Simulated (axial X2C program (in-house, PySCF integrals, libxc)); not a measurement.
**Photoelectron levels of HgS by EOM-IP-CCSD**

Calculated with an in-house all-electron X2C program for linear molecules (integrals from PySCF): two-component X2C with atomic mean-field Coulomb and Gaunt terms, Gaussian nuclei, basis Hg dyall-cv3z, S dyall-av3z with contracted cores.

R = 2.481 Å (near the PBE0 minimum at charge 0 of the determinant lowest at the starting distance; the state shown can have its own minimum elsewhere, which is not the closed-shell reference).

Vertical ionisation energies of HgS to the states of HgS⁺:

```tsv
Ω of HgS⁺	vertical IE (eV)	above lowest (cm⁻¹)	ionised spinor	one-hole weight
3/2	8.596	0	92% S pπ	0.90
1/2	8.666	571	91% S pπ	0.91
1/2	11.602	24245	51% Hg sσ, 39% S pσ	0.94
```

Question: Take the first Ω = 1/2 and Ω = 3/2 rows of π character: how far apart are they, and which lies lower?

Answer: E(3/2) − E(1/2) = 0 − 571 = -571 cm⁻¹ at EOM-IP-CCSD: inverted, Ω = 3/2 lower. Splittings at this level can be off by ten to twenty per cent.

This point took 35 s on 1 thread of Arm Neoverse N1, with other jobs on the host.

Reference electrons by ω block (each with its −ω partner): 1/2: 28, 3/2: 14, 5/2: 5, 7/2: 1. 18 electrons of HgS correlated (inner shells frozen), 84 natural virtual spinors (a truncated set); levels can be off by some tenths of an eV. Roots sought by Ω: (1/2: 4, 3/2: 3, 5/2: 1); the list ends where they run out and leaves out roots under 60 % one-particle weight. The solver can skip a root, and states that need a further excitation, which the method places far too high, are missing though they may lie low or lowest. T1 of the reference 0.037 (Lee–Taylor). Number of frozen shells: Hg 5 s, 4 p, 2 d, 1 f; S 2 s, 1 p. The closed-shell reference lies 0.24 eV above the lowest PBE0 determinant. Large amplitudes in the reference (orbital relaxation or multireference character) lower the reliability.
